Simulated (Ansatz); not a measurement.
Basis-set extrapolation for `[OH][Al-]1([F])[O]C(C(F)(F)F)=CC(C(F)(F)F)=[O+]1` (PBE0-D4/def2-TZVP geometry, frozen core, the Gaussian-basis code of Ansatz). Multiplicity 1, RHF reference.

```json
{"": "HF", "def2-TZVPP": "-1353.831366", "def2-QZVPP": "-1353.887917"}
{"": "MP2 correlation", "def2-TZVPP": "-3.258934", "def2-QZVPP": "-3.541517"}
{"": "CCSD(T) correlation", "def2-TZVPP": "-3.388208", "def2-QZVPP": "not run"}
```

Energies in hartree. Use E(X) = E(∞) + A·exp(−7.88·√X) for Hartree–Fock and E(X) = E(∞) + B·X^(−2.97) for correlation, with X = 3 and 4, and add CCSD(T) minus MP2 of the smaller set to the MP2 limit.

Problem. What is the CCSD(T) energy at the basis-set limit?

Solution. HF limit: -1353.887917 + (-0.056551) × 0.13774 = -1353.89571. MP2 limit: -3.541517 + (-0.282583) × 0.74074 = -3.75084. Higher-order term: -3.388208 − (-3.258934) = -0.12927. Total: -1357.77582 hartree, 1460.4 kJ/mol below CCSD(T)/def2-TZVPP.
